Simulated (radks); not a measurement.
Isoelectronic series with 21 electrons, all held in the configuration [Ar] 3d1 4s2, which need not be the ground one along the series. Method: Dirac Kohn-Sham, BLYP, spin-unpolarised, spherical densities, finite nucleus; open shells are shared between the two j in proportion to 2j + 1; Fermi nuclear charge, rms radius of each element as measured or else 0.836 A^(1/3) + 0.57 fm; computed with a radial shooting solver on a logarithmic mesh with Libxc functionals. Total energies (hartree) and mean radii <r> (bohr):

| ion | E (hartree) | 3d5/2 | 3d3/2 | 4s1/2 |
|---|---|---|---|---|
| Sc | -764.31517 | 1.871 | 1.864 | 3.710 |
| V2+ | -947.98634 | 1.133 | 1.130 | 2.556 |
| Mn4+ | -1152.95062 | 0.8828 | 0.8808 | 2.017 |
| Co6+ | -1379.24175 | 0.7364 | 0.7345 | 1.686 |
| Cu8+ | -1626.95790 | 0.6361 | 0.6342 | 1.455 |
| Ga10+ | -1896.22813 | 0.5618 | 0.5599 | 1.283 |
| As12+ | -2187.20402 | 0.5040 | 0.5021 | 1.149 |
| Br14+ | -2500.05649 | 0.4576 | 0.4556 | 1.041 |
| Rb16+ | -2834.97449 | 0.4193 | 0.4172 | 0.9524 |
| Nb20+ | -3571.85043 | 0.3597 | 0.3575 | 0.8136 |
| Tc22+ | -3974.27577 | 0.3360 | 0.3337 | 0.7583 |
| Rh24+ | -4399.70324 | 0.3153 | 0.3129 | 0.7099 |
| Ag26+ | -4848.41694 | 0.2970 | 0.2945 | 0.6673 |
| In28+ | -5320.71901 | 0.2807 | 0.2781 | 0.6293 |
| Sb30+ | -5816.93713 | 0.2662 | 0.2635 | 0.5952 |
| I32+ | -6337.42109 | 0.2531 | 0.2503 | 0.5645 |

3d5/2 drops below 4s1/2 between Sc and V2+. 3d3/2 drops below 4s1/2 between Sc and V2+.
